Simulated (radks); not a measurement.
The numbers below are computed, except where a source is named.
Ionisation of the neodymium ion Nd3+, [Xe] 4f3, to [Xe] 4f2 as the strength of local exchange is varied. Code: a radial shooting solver on a logarithmic mesh with Libxc functionals. Model: Dirac Kohn-Sham, Slater X-alpha exchange (alpha = 2/3 is LDA exchange), no correlation, spin-unpolarised, spherical densities, finite nucleus; open shells fill j = l - 1/2 first; Fermi nuclear charge, rms radius 4.9123 fm.

alpha = 0.667: E(Nd3+) (hartree) -9615.3899; exchange (hartree) -209.4719; IE (eV) 38.772; -e of the level emptied (eV) 29.506 (4f5/2); <r> of it (bohr) 0.9727
alpha = 0.669: E(Nd3+) (hartree) -9616.0181; exchange (hartree) -210.1133; IE (eV) 38.834; -e of the level emptied (eV) 29.563 (4f5/2); <r> of it (bohr) 0.9721
alpha = 0.754: E(Nd3+) (hartree) -9642.7498; exchange (hartree) -237.4433; IE (eV) 41.541; -e of the level emptied (eV) 32.042 (4f5/2); <r> of it (bohr) 0.9499
alpha = 0.767: E(Nd3+) (hartree) -9646.8445; exchange (hartree) -241.6356; IE (eV) 41.962; -e of the level emptied (eV) 32.429 (4f5/2); <r> of it (bohr) 0.9467
alpha = 1.015: E(Nd3+) (hartree) -9725.2776; exchange (hartree) -322.2447; IE (eV) 50.340; -e of the level emptied (eV) 40.197 (4f5/2); <r> of it (bohr) 0.8924
alpha = 1.017: E(Nd3+) (hartree) -9725.9125; exchange (hartree) -322.8996; IE (eV) 50.411; -e of the level emptied (eV) 40.262 (4f5/2); <r> of it (bohr) 0.8920
alpha = 1.029: E(Nd3+) (hartree) -9729.7233; exchange (hartree) -326.8309; IE (eV) 50.832; -e of the level emptied (eV) 40.656 (4f5/2); <r> of it (bohr) 0.8897

NIST Atomic Spectra Database: 40.60 eV (semi-empirical). The Delta-SCF value meets it near alpha = 0.72. Spin polarisation and multiplet splitting are left out, so open shells lie too high by an amount that depends on their filling.

Beside tabulated values, note that spin-unpolarised runs miss the spin-polarisation part of the exchange energy of open shells. No tabulated value is given for the 4+ ions of Nd, Pm and Eu to Yb, where it belongs to another shell than the one emptied here.
